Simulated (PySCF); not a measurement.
## Converging SbBr in the basis (HF)

PySCF, UHF reference; triplet, unpaired electrons π ↑↑; De to Sb + Br without counterpoise correction.

```json
{"basis": "cc-pVDZ-PP", "relativity": "scalar-relativistic core potentials", "functions": "46", "Re (Å)": "2.532", "ωe (cm⁻¹)": "254", "De (eV)": "1.28", "μ (D)": "-2.87"}
{"basis": "def2-SVP", "relativity": "scalar-relativistic core potentials", "functions": "58", "Re (Å)": "2.537", "ωe (cm⁻¹)": "257", "De (eV)": "1.32", "μ (D)": "-2.80"}
{"basis": "def2-TZVPPD", "relativity": "scalar-relativistic core potentials", "functions": "113", "Re (Å)": "2.512", "ωe (cm⁻¹)": "258", "De (eV)": "1.47", "μ (D)": "-2.44"}
```

Task: How does each smaller set differ from the one with most functions, def2-TZVPPD?

Result: cc-pVDZ-PP: +2.0 pm, -1.6 % in ωe, -0.19 eV in De; def2-SVP: +2.5 pm, -0.4 % in ωe, -0.15 eV in De. All at HF; the set with most functions is neither the basis-set limit nor always the best.

A positive dipole means Sb(−)Br(+). These are scalar-relativistic numbers at best; spin–orbit coupling would shift them, the dissociation energy most. Hartree–Fock leaves out correlation, which carries a large part of most bond energies and some tenths to 1 eV of ionisation energies. The state was picked by a PBE0 search and need not be the measured ground state.
